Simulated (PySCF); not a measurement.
A TDDFT job was run through a driver script with this input:

```
{"job": {"kind": "uv", "xc": "B3LYP", "basis": "def2-SVPD", "ip": true}, "charge": 0, "multiplicity": 1}
Br     2.573725     0.568549     0.455075
C      1.299772    -0.664019    -0.188268
C      0.005063    -0.414558    -0.181702
C     -1.347764    -0.878809    -0.497193
C     -1.096315     0.488067     0.128809
H      1.737337    -1.591043    -0.563242
H     -1.791384    -1.660461     0.129383
H     -1.654174    -0.917161    -1.548423
H     -1.229884     1.377663    -0.496728
H     -1.365514     0.633327     1.180924
```

Its output, with some lines taken out ([cut]):

```
coarse grid: 40416 points
cycle   1  E = -2729.1130685794  dE = -4.376e-01  |g| = 2.948e-01  |ddm| = 5.189e+00
cycle   2  E = -2729.0999115743  dE =  1.316e-02  |g| = 3.627e-01  |ddm| = 1.087e+00
cycle   3  E = -2729.1319377765  dE = -3.203e-02  |g| = 1.037e-01  |ddm| = 6.209e-01
cycle   4  E = -2729.1346340320  dE = -2.696e-03  |g| = 2.775e-02  |ddm| = 1.958e-01
cycle   5  E = -2729.1348134318  dE = -1.794e-04  |g| = 8.044e-03  |ddm| = 4.866e-02
cycle   6  E = -2729.1348310881  dE = -1.766e-05  |g| = 3.367e-03  |ddm| = 1.631e-02
cycle   7  E = -2729.1348337054  dE = -2.617e-06  |g| = 5.030e-04  |ddm| = 5.804e-03
final grid: 84768 points
cycle   8  E = -2729.1348005377  dE =  1.310e-08  |g| = 6.328e-04  |ddm| = 6.397e-03
cycle   9  E = -2729.1348004460  dE =  9.166e-08  |g| = 8.751e-04  |ddm| = 2.704e-03
cycle  10  E = -2729.1348006378  dE = -1.918e-07  |g| = 7.211e-05  |ddm| = 1.582e-03
cycle  11  E = -2729.1348006393  dE = -1.543e-09  |g| = 1.356e-05  |ddm| = 1.233e-04
cycle  12  E = -2729.1348006393  dE = -2.728e-11  |g| = 4.178e-06  |ddm| = 2.467e-05
converged SCF energy = -2729.1348006393

Static polarisability (au): isotropic 72.497, principal 51.749 63.972 101.771

Singlet excitations
state   eV       nm        f      main configurations
[cut]
  2   6.0143    206.1   0.25899   H->L 0.91
  3   6.2380    198.8   0.00002   H-1->L 0.99
[cut]
  5   6.5316    189.8   0.00880   H-1->L+1 0.98
  6   6.7126    184.7   0.00015   H-2->L 0.98
  7   6.9603    178.1   0.00270   H->L+3 0.95
[cut]
  9   7.2565    170.9   0.00131   H-3->L 0.98
 10   7.5566    164.1   0.02425   H-1->L+2 0.84

[cut]
[cut]
```

Computed with TDDFT B3LYP/def2-SVPD, vertical, gas phase, core orbitals frozen in the response in PySCF 2.14.0, density-fitted response routines. Isolated species at its PBE0-D3(BJ)/def2-SVP geometry, gas phase. Relativistic effects, spin–orbit coupling among them, are left out although an element past zinc is present.

**Question.** Restore the lines that were cut, in order.

**Answer.** 
```
  1   5.5186    224.7   0.00126   H->L+1 0.98
  4   6.4612    191.9   0.01051   H->L+2 0.95
  8   7.0557    175.7   0.00820   H->L+4 0.96
Triplet excitations (Tamm-Dancoff, eV): 4.0601 5.0514 5.8848 6.1283
Vertical ionisation energy (delta-SCF) = 9.0863 eV
```

**Question.** What transition dipole goes with state 2?

**Answer.** |μ|² = 3f / (2ΔE) = 3 × 0.2590 / (2 × 0.2210) = 1.758 au, so |μ| = 3.37 D.

**Question.** How much of the mean polarisability do the listed states account for?

**Answer.** The sum over states Σ f/ΔE² (ΔE in hartree) gives 6.17 au, 9% of the total; the rest comes from higher roots of the same response equations.

**Question.** What is the polarisability anisotropy, √(½[(α1 − α2)² + (α2 − α3)² + (α3 − α1)²])?

**Answer.** 45.17 au.

**Question.** Which species is it?

**Answer.** `BrC=C1CC1` (C4H5Br), point group Cs.

The SCF starts on a coarse grid; the energy jumps when the final grid takes over, and dE counts afresh there. H and L stand for HOMO and LUMO.

Time: 90 s. Hardware: x86-64 server, one thread, on a shared host.
